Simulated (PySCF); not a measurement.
## `C[C@@H]1CC[C@](F)(Cl)COC1`: 4 charge schemes on one density

Species: C7H12ClFO.
Z-matrix (Å and degrees, GFN2-xTB geometry), rows numbered from 1:
```
C 
C   1  1.5276
C   2  1.5325  1  112.01
C   3  1.5324  2  115.34  1   -70.71
C   4  1.5244  3  113.12  2   -74.89
F   5  1.3735  4  109.90  3   -43.83
Cl  5  1.7984  4  109.18  3  -158.71
C   5  1.5417  4  115.15  3    79.45
O   8  1.3936  5  114.57  4   -22.34
C   9  1.4172  8  115.84  5   -59.31
H   1  1.0873  2  110.65  3   -50.39
H   1  1.0862  2  110.44  3    70.51
H   1  1.0873  2  110.15  3  -170.33
H   2  1.0958  1  108.51  3   118.12
H   3  1.0916  2  108.23  1    49.99
H   3  1.0919  2  109.26  1   166.69
H   4  1.0916  3  108.23  2   165.67
H   4  1.0894  3  111.07  2    46.67
H   8  1.1015  5  107.36  4  -146.53
H   8  1.0924  5  109.46  4    95.46
H  10  1.0948  2  108.94  1   -59.53
H  10  1.0959  2  110.44  1  -178.69
```

Density: PBE0/pcSseg-1 (PySCF); schemes: Mulliken, IAO, Hirshfeld and ESP-fitted. Isolated species at its GFN2-xTB geometry (one conformer only).

Q: For which atoms does the sign change between the 4 schemes (beyond +0.03 e in one, beyond −0.03 e in another)?

A: C2, C4, C8 and C10. Atomic charges aren't observables, and each scheme defines them in its own way.

Q: At which atom do the 4 schemes differ most?

A: At C2: from -0.360 (Mulliken) to +0.303 e (ESP-fitted), 0.663 e apart.

Q: Do the Mulliken, IAO, Hirshfeld and ESP-fitted schemes agree on where the charge is highest?

A: The schemes don't all agree: Mulliken C8 (+0.181); IAO C5 (+0.299); Hirshfeld C5 (+0.134); ESP-fitted C2 (+0.303).

Q: Tabulate the Mulliken, IAO, Hirshfeld and ESP-fitted charges.

A: In e:

```json
{"atom": "C1", "environment": "methyl carbon", "Mulliken": "-0.212", "IAO": "-0.423", "Hirshfeld": "-0.123", "ESP-fitted": "-0.576"}
{"atom": "C2", "environment": "sp3 CH carbon", "Mulliken": "-0.360", "IAO": "-0.112", "Hirshfeld": "-0.027", "ESP-fitted": "+0.303"}
{"atom": "C3", "environment": "ring CH2 carbon", "Mulliken": "-0.176", "IAO": "-0.261", "Hirshfeld": "-0.073", "ESP-fitted": "-0.139"}
{"atom": "C4", "environment": "ring CH2 carbon", "Mulliken": "-0.137", "IAO": "-0.280", "Hirshfeld": "-0.089", "ESP-fitted": "+0.035"}
{"atom": "C5", "environment": "sp3 C–F carbon", "Mulliken": "-0.014", "IAO": "+0.299", "Hirshfeld": "+0.134", "ESP-fitted": "+0.060"}
{"atom": "F6", "environment": "alkyl fluorine", "Mulliken": "-0.291", "IAO": "-0.303", "Hirshfeld": "-0.087", "ESP-fitted": "-0.141"}
{"atom": "Cl7", "environment": "chlorine on a fluorinated carbon", "Mulliken": "-0.092", "IAO": "-0.113", "Hirshfeld": "-0.065", "ESP-fitted": "-0.130"}
{"atom": "C8", "environment": "sp3 carbon bound to oxygen", "Mulliken": "+0.181", "IAO": "-0.073", "Hirshfeld": "-0.017", "ESP-fitted": "-0.202"}
{"atom": "O9", "environment": "cyclic ether oxygen", "Mulliken": "-0.519", "IAO": "-0.393", "Hirshfeld": "-0.127", "ESP-fitted": "-0.223"}
{"atom": "C10", "environment": "sp3 carbon bound to oxygen", "Mulliken": "+0.111", "IAO": "-0.065", "Hirshfeld": "+0.002", "ESP-fitted": "-0.223"}
{"atom": "H11", "environment": "methyl hydrogen", "Mulliken": "+0.112", "IAO": "+0.136", "Hirshfeld": "+0.039", "ESP-fitted": "+0.137"}
{"atom": "H12", "environment": "methyl hydrogen", "Mulliken": "+0.124", "IAO": "+0.144", "Hirshfeld": "+0.034", "ESP-fitted": "+0.161"}
{"atom": "H13", "environment": "methyl hydrogen", "Mulliken": "+0.112", "IAO": "+0.140", "Hirshfeld": "+0.041", "ESP-fitted": "+0.149"}
{"atom": "H14", "environment": "methine hydrogen", "Mulliken": "+0.119", "IAO": "+0.134", "Hirshfeld": "+0.042", "ESP-fitted": "-0.008"}
{"atom": "H15", "environment": "methylene hydrogen", "Mulliken": "+0.123", "IAO": "+0.140", "Hirshfeld": "+0.043", "ESP-fitted": "+0.053"}
{"atom": "H16", "environment": "methylene hydrogen", "Mulliken": "+0.131", "IAO": "+0.143", "Hirshfeld": "+0.031", "ESP-fitted": "+0.049"}
{"atom": "H17", "environment": "methylene hydrogen", "Mulliken": "+0.146", "IAO": "+0.158", "Hirshfeld": "+0.039", "ESP-fitted": "+0.051"}
{"atom": "H18", "environment": "methylene hydrogen", "Mulliken": "+0.142", "IAO": "+0.153", "Hirshfeld": "+0.044", "ESP-fitted": "+0.066"}
{"atom": "H19", "environment": "methylene hydrogen", "Mulliken": "+0.125", "IAO": "+0.138", "Hirshfeld": "+0.038", "ESP-fitted": "+0.165"}
{"atom": "H20", "environment": "methylene hydrogen", "Mulliken": "+0.138", "IAO": "+0.171", "Hirshfeld": "+0.044", "ESP-fitted": "+0.160"}
{"atom": "H21", "environment": "methylene hydrogen", "Mulliken": "+0.121", "IAO": "+0.144", "Hirshfeld": "+0.043", "ESP-fitted": "+0.129"}
{"atom": "H22", "environment": "methylene hydrogen", "Mulliken": "+0.115", "IAO": "+0.124", "Hirshfeld": "+0.035", "ESP-fitted": "+0.125"}
```

Mean size of the charges over all atoms: IAO 0.184 e, Mulliken 0.164 e, ESP-fitted 0.149 e, Hirshfeld 0.055 e. Each set sums to the total charge, 0, to within 0.001 e. The Hirshfeld scheme divides the density at each point in proportion to the densities of the neutral, spherically averaged free atoms.

Q: Sum the charges by element, for elements with more than one atom.

A: 
| element | atoms | Mulliken | IAO | Hirshfeld | ESP-fitted |
| --- | --- | --- | --- | --- | --- |
| C | 7 | -0.606 | -0.914 | -0.193 | -0.742 |
| H | 12 | +1.507 | +1.724 | +0.473 | +1.236 |

Q: How closely do the schemes follow one another over all atoms?

A: Correlation coefficient and root-mean-square difference: IAO with Hirshfeld 0.98, 0.144 e; Mulliken with IAO 0.81, 0.126 e; Mulliken with Hirshfeld 0.77, 0.149 e; IAO with ESP-fitted 0.70, 0.154 e; Hirshfeld with ESP-fitted 0.65, 0.155 e; Mulliken with ESP-fitted 0.36, 0.216 e.
